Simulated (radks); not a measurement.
Values are calculated unless marked as measured or tabulated.
Charge is removed step by step from the 2s level of F6+, starting from [He] 2s1. Level of theory: scalar-relativistic Kohn-Sham, r2SCAN, spin-unpolarised, spherical densities, finite nucleus; meta-GGA in the generalised Kohn-Sham scheme; Fermi nuclear charge, rms radius 2.8976 fm; without spin polarisation the odd electron is poorly described (a radial shooting solver on a logarithmic mesh with Libxc functionals).

removed (e) = 0: E - E(0) (eV) 0.000; eigenvalue (eV) -170.77
removed (e) = 0.1: E - E(0) (eV) 17.203; eigenvalue (eV) -173.28
removed (e) = 0.2: E - E(0) (eV) 34.655; eigenvalue (eV) -175.76
removed (e) = 0.3: E - E(0) (eV) 52.353; eigenvalue (eV) -178.19
removed (e) = 0.4: E - E(0) (eV) 70.291; eigenvalue (eV) -180.56
removed (e) = 0.5: E - E(0) (eV) 88.461; eigenvalue (eV) -182.84
removed (e) = 0.6: E - E(0) (eV) 106.85; eigenvalue (eV) -184.98
removed (e) = 0.7: E - E(0) (eV) 125.45; eigenvalue (eV) -186.93
removed (e) = 0.8: E - E(0) (eV) 144.23; eigenvalue (eV) -188.54
removed (e) = 0.9: E - E(0) (eV) 163.13; eigenvalue (eV) -189.41

The mean slope of the eigenvalue, de/dn, is 20.7 eV per electron.
